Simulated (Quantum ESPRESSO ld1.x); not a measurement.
Q: Ionisation ladder of beryllium, from Be to Be3+. Each ion is in the ground configuration listed by NIST, and IE = E(next ion) - E(this ion), with E = 0 for the bare nucleus. Calculated with ld1.x of Quantum ESPRESSO 7.5: non-relativistic Kohn-Sham, PBE, spin-unpolarised, spherical densities, point nucleus.

| species | configuration | IE, Delta-SCF (eV) | -e(HOMO) (eV) | HOMO | <r> HOMO (bohr) |
|---|---|---|---|---|---|
| Be | [He] 2s2 | ? | 5.609 | 2s | 2.60 |
| Be+ | [He] 2s1 | 17.945 | 13.698 | 2s | 2.29 |
| Be2+ | [He] | ? | 132.26 | 1s | 0.418 |
| Be3+ | 1s1 | 211.86 | 185.89 | 1s | 0.384 |

Estimate the withheld Delta-SCF values.

A: Be: 9.549 eV (NIST 9.323); Be2+: 158.75 eV (NIST 153.90).

Beside tabulated values, note that spin-unpolarised runs miss the spin-polarisation part of the exchange energy of open shells.
